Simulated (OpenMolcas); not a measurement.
## Fe VI: the spin-orbit constant, Racah parameters, worked from levels

```yaml
Program: OpenMolcas 26.06
Basis: ANO-R1 [5s4p2d1f]
Scalar_Hamiltonian: X2C, finite nucleus
Active_space: 3 electrons in 5 orbitals (3d)
State_averaging: 2S+1 = 4 even, 10 roots; 2S+1 = 2 even, 40 roots
Spin-orbit_coupling: RASSI with atomic mean-field integrals over the reference wave functions, term energies averaged over their components
```

Methods: CASSCF; MS-CASPT2, IPEA 0.25 Eh, imaginary shift 0.1 Eh (closed shells correlated: 3s 3p). Measured levels: Corliss and Sugar, J. Phys. Chem. Ref. Data 11, 135 (1982).

**The spin-orbit constant.** For the Hund term 4F of d3, E(J) = (A/2) J(J+1) + constant and ζ = 2S·A = 3A. From J = 3/2 to J = 9/2 the energy changes by 10.5 A.

| Source | E(9/2) - E(3/2) | A | ζ |
| --- | --- | --- | --- |
| CASSCF | 2085.1 | 198.6 | 596 |
| MS-CASPT2 | 2088.8 | 198.9 | 597 |
| measured | 2000.6 | 190.5 | 572 |

All in cm-1. MS-CASPT2 is off by +4.4 % and CASSCF by +4.2 %. Both methods take the spin-orbit matrix elements from the reference wave functions, so the second can move ζ only through the term energies and any multistate remixing. Second-order mixing with other terms is absorbed into this ζ.

**Racah parameters.** Above 4F, d3 has 4P at 15B, 2G at 4B + 3C and 2H at 9B + 3C. The first two fix B and C, and the third tests them; where it misses by thousands of cm-1, two parameters do not describe the configuration (Trees and configuration-interaction terms are left out) and B and C hang on the terms chosen. Term energies are centres of gravity, weighted by 2J + 1.

| Source | 4P | 2G | B | C | C/B | 2H from B, C | 2H found |
| --- | --- | --- | --- | --- | --- | --- | --- |
| CASSCF | 22229 | 22775 | 1482 | 5616 | 3.79 | 30186 | 30261 |
| MS-CASPT2 | 19155 | 20876 | 1277 | 5256 | 4.12 | 27261 | 29626 |
| measured | 18079 | 19841 | 1205 | 5007 | 4.16 | 25866 | 27822 |

Energies in cm-1. From CASSCF to MS-CASPT2, B changes by -13.8 % and C by -6.4 %. Against the measured terms, MS-CASPT2 has B off by +6.0 % and C by +5.0 %.

CASPT2 does not keep the components of a term degenerate, so their means are used; among the terms shown or strongly mixed into the levels shown the widest spread is 700 cm-1 (3d3 4F, MS-CASPT2). The basis is small and was not contracted for so high a charge. Without dynamic correlation excited terms often stand tens of per cent too high (terms of higher spin than the ground term too low), and those without a measured partner can miss by more than the paired ones (holds for CASSCF). Measured partners are found by configuration, term and J. A level has none where our copy of the source lacks it or the pairing is in doubt (some pairs that miss far off the trend of their configuration count as doubtful), and it then counts in no deviation. Only configurations of the active space appear.
